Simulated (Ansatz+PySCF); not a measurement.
triplet CoH: levels of theory in one basis

```yaml
atoms:
  - { symbol: Co, position_ang: [0.0000, 0.0000, 0.0000] }
  - { symbol: H, position_ang: [0.0000, 0.0000, 1.5922] }
```

Basis set: def2-SVP (spherical functions). Correlated methods keep 5 orbitals frozen. Correlation on ROHF uses semicanonical orbitals with singles. Charge 0, multiplicity 3.

Computed with Ansatz (development build ahead of 0.2.0); each method stands on the lowest determinant of its kind that the runs found.

```
 method  E − E(ROHF) (eV)  <S²> of the determinant
   ROHF              0.00                     2.00
    UHF             -1.78                     2.97
UHF-MP2             -9.19                     2.97
```

Q: What does ROHF-MP2 give on the same scale?

A: -9.61 eV.

Q: Is a single determinant a sound starting point here?

A: It is doubtful. Unrestricted orbitals lower Hartree–Fock by 1.78 eV and <S²> is 2.97 where a pure state has 2.00, a sign of strong static correlation.

Caution: another spin multiplicity may lie lower. Caution for ROHF, ROHF-MP2: an unrestricted determinant lies well below. Caution for UHF, UHF-MP2: the unrestricted determinant is a mixture of spin states.
